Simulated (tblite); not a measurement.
Species: C7H13FSSi.
SMILES with atom numbers: `[CH2:1]=[C:2]([CH3:3])[C@@:4]([CH3:5])([SiH3:6])[C:7](=[S:8])[CH2:9][F:10]` (hydrogens: H11, H12 on C1; H13, H14, H15 on C3; H16, H17, H18 on C5; H19, H20, H21 on Si6; H22, H23 on C9)

Geometry (GFN2-xTB, Å), atoms numbered from 1 in this order:
```xyz
23
C7H13FSSi angstrom
C     -1.8593   -0.8662   -0.5953
C     -1.1035   -0.1096    0.1868
C     -1.5737    0.3460    1.5304
C      0.2383    0.3881   -0.3116
C      0.0002    1.6059   -1.2098
Si     1.4766    0.9617    1.0878
C      0.9916   -0.6672   -1.0065
S      1.8116   -0.4412   -2.4025
C      1.0869   -2.0368   -0.3986
F      0.5990   -2.1152    0.8806
H     -2.8350   -1.2005   -0.2858
H     -1.5403   -1.1828   -1.5750
H     -2.6012    0.0332    1.6994
H     -0.9496   -0.0813    2.3145
H     -1.5225    1.4309    1.6068
H     -0.5692    2.3632   -0.6761
H      0.9407    2.0401   -1.5416
H     -0.5615    1.3096   -2.0949
H      0.9173    2.1825    1.6655
H      2.7359    1.2646    0.4094
H      1.6587   -0.0809    2.0882
H      0.5206   -2.7574   -1.0008
H      2.1336   -2.3595   -0.3606
```

Computed with GFN2-xTB (tblite): harmonic, unscaled wavenumbers at the GFN2-xTB geometry, gas phase. Errors from tens to a few hundred cm⁻¹ against measured bands are possible. Modes of hydrogen on silicon can be 10 to 20 % off. One conformer, not necessarily the lowest.

Harmonic wavenumbers (cm⁻¹): 49.5, 67.7, 91.2, 141.2, 144.7, 161.5, 185.4, 213.9, 225.0, 249.8, 261.6, 272.4, 310.5, 364.0, 408.0, 450.5, 492.1, 525.5, 559.9, 568.4, 612.6, 721.1, 765.3, 773.3, 788.5, 812.0, 869.1, 902.6, 917.3, 964.5, 1020.3, 1029.7, 1039.3, 1066.8, 1087.9, 1095.7, 1171.4, 1199.7, 1240.7, 1274.2, 1321.7, 1394.0, 1410.3, 1414.3, 1421.4, 1473.6, 1478.0, 1484.4, 1496.1, 1705.3, 2283.1, 2291.9, 2337.5, 2922.1, 2941.1, 3004.8, 3013.1, 3015.5, 3029.0, 3033.0, 3043.5, 3099.4, 3122.4.

A = 1153, B = 842.8, C = 785.0 MHz; mass 176.049 u (most abundant isotopes); point group C1, symmetry number 1.

Task: What is the zero-point energy?

Result: ½Σν̃ = 38415 cm⁻¹ = 459.55 kJ/mol.

Task: Give the ideal-gas entropy at 400 K and 1 bar in the rigid-rotor, harmonic-oscillator model (classical rotation).

Result: Translation 179.45, rotation 130.95, vibration 232.87: S = 543.3 J/(mol K).

Task: And Cp and H(400 K) − H(0)?

Result: Cp = 263.27 J/(mol K), of which vibrations give 230.01 (their classical limit is 63 R = 523.8); H(400 K) − H(0) = 62.07 kJ/mol without the zero-point energy, 48.77 from vibrations.

Task: Blend soft modes into free rotors: weight 1/[1 + (100 cm⁻¹/ν̃)⁴] for the oscillator and the rest for a rotor with moment μB/(μ + B), μ = h/(8π²ν), B = 10⁻⁴⁴ kg m². What vibrational entropy results?

Result: 218.67 J/(mol K) in place of 232.87, which changes −T·S at 400 K by +5.68 kJ/mol.

Task: What must be added to the electronic energy to get the Gibbs energy at 400 K and 1 bar?

Result: ZPE + [H(400 K) − H(0)] − T·S = 459.55 + 62.07 − 217.31 = 304.31 kJ/mol.

Task: Which modes carry the vibrational entropy at 400 K?

Result: 49.5 cm⁻¹: 22.67; 67.7 cm⁻¹: 20.08; 91.2 cm⁻¹: 17.62; 141.2 cm⁻¹: 14.04; 144.7 cm⁻¹: 13.84; 161.5 cm⁻¹: 12.95 J/(mol K); the other 57 give 131.68 together.

Task: How do the functions run with temperature in this model?

Result: 
```json
{"T (K)": "150", "S (J/(mol K))": "357.5", "Cp (J/(mol K))": "131.9", "H − H(0) (kJ/mol)": "12.05", "G − H(0) (kJ/mol)": "-41.57", "ln q(vib)": "3.93"}
{"T (K)": "250", "S (J/(mol K))": "438.1", "Cp (J/(mol K))": "187.8", "H − H(0) (kJ/mol)": "28.07", "G − H(0) (kJ/mol)": "-81.46", "ln q(vib)": "7.74"}
{"T (K)": "298.15", "S (J/(mol K))": "473.4", "Cp (J/(mol K))": "213.4", "H − H(0) (kJ/mol)": "37.73", "G − H(0) (kJ/mol)": "-103.41", "ln q(vib)": "9.56"}
{"T (K)": "600", "S (J/(mol K))": "665.2", "Cp (J/(mol K))": "338.5", "H − H(0) (kJ/mol)": "122.73", "G − H(0) (kJ/mol)": "-276.40", "ln q(vib)": "20.45"}
{"T (K)": "900", "S (J/(mol K))": "817.3", "Cp (J/(mol K))": "410.6", "H − H(0) (kJ/mol)": "236.00", "G − H(0) (kJ/mol)": "-499.59", "ln q(vib)": "30.19"}
```

q(vib) and H(0) count from the zero-point level.

Hindered rotation and anharmonicity are outside this model. Other conformers, if any are populated, would add a mixing term that is left out. The structure is chiral; the term R ln 2 for an equal mix with its mirror image is left out.

On one thread, Arm Neoverse V1 (aarch64), no GPU, shared host, this took 1.4 s. This covers the Hessian and the dipole derivatives.
